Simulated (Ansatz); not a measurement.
Species: C$_{4}$H$_{5}$O, SMILES `[H]/[O+]=C\C#CC` (charge 1, multiplicity 1), formula C4H5O.

**Question.** How many basis functions does frozen-core CCSD(T)/cc-pVTZ // TPSSh-D3(BJ)/def2-TZVP (Ansatz, a program for electronic structure) use, how many core orbitals are frozen, and how many electrons are correlated?

**Answer.** 220 basis functions and 5 frozen orbitals, which leaves 26 correlated electrons. Core time is of the order of minutes.
